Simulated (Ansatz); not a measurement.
C2H8OSn, singlet, geometry from GFN2-xTB (such geometries of metal compounds can be far from the true shape) (all electrons, no relativity), with bond 9-3 at 1.8 times its length; CASSCF(6,5)/STO-3G run with Ansatz (a program for electronic structure).

Input for Ansatz:
Ansatz 0.2 input:
```yaml
crystal:
  periodic: [false, false, false]
  atoms:
    - {symbol: Sn, position_ang: [0.94493341, 0.19706055, 0.21367239]}
    - {symbol: O, position_ang: [-0.99007703, -0.03458426, 0.13012369]}
    - {symbol: C, position_ang: [-1.74531321, -0.64384153, -0.88272831]}
    - {symbol: C, position_ang: [-3.21470868, -0.52631159, -0.51533953]}
    - {symbol: H, position_ang: [1.70343410, -1.29506261, 0.19174129]}
    - {symbol: H, position_ang: [1.46431155, 1.10848962, -1.09070621]}
    - {symbol: H, position_ang: [1.01156492, 0.97511846, 1.66268917]}
    - {symbol: H, position_ang: [-1.56560383, -0.15709408, -1.84947496]}
    - {symbol: H, position_ang: [-1.25367874, -2.54754023, -1.06775015]}
    - {symbol: H, position_ang: [-3.48640158, 0.52158827, -0.42484848]}
    - {symbol: H, position_ang: [-3.82848073, -0.99469109, -1.27982010]}
    - {symbol: H, position_ang: [-3.39256412, -1.01233153, 0.43973582]}
basis:
  gaussian:
    orbitals: STO-3G
hamiltonian:
  xc: hf
magnetization: {spin_polarized: false}
correlation: {active_space: {window: {electrons: 6, orbitals: 5}}}
```

**Question.** Predict the main parts of the log of this Ansatz run.

**Answer.** 
```
Functional definition: HF
693 factors; integrals over basis functions are off by at most 3.8e-5 eV
mean field evaluation 1: about -166433.5873 eV, gradient 2.5e1 eV
mean field evaluation 2: about -166433.7332 eV, gradient 2.5e1 eV
mean field evaluation 4: about -166436.3559 eV, gradient 1.9e0 eV
mean field evaluation 8: about -166436.3787 eV, gradient 5.3e-4 eV
mean field -166436.37869285 eV, -6116.4241023330 hartree, gradient 3.8e-6 eV, S^2 0.000000; 0 other end points of the search recorded, 0 dependent functions left out
reference -166436.37869285 eV, -6116.4241023330 hartree; 39, 39 occupied and 11, 11 virtual orbitals, 693 factors
state -166439.44936903 eV, -6116.5369476010 hartree
Total energy: -166439.44936903 eV, -6116.5369476010 hartree
```
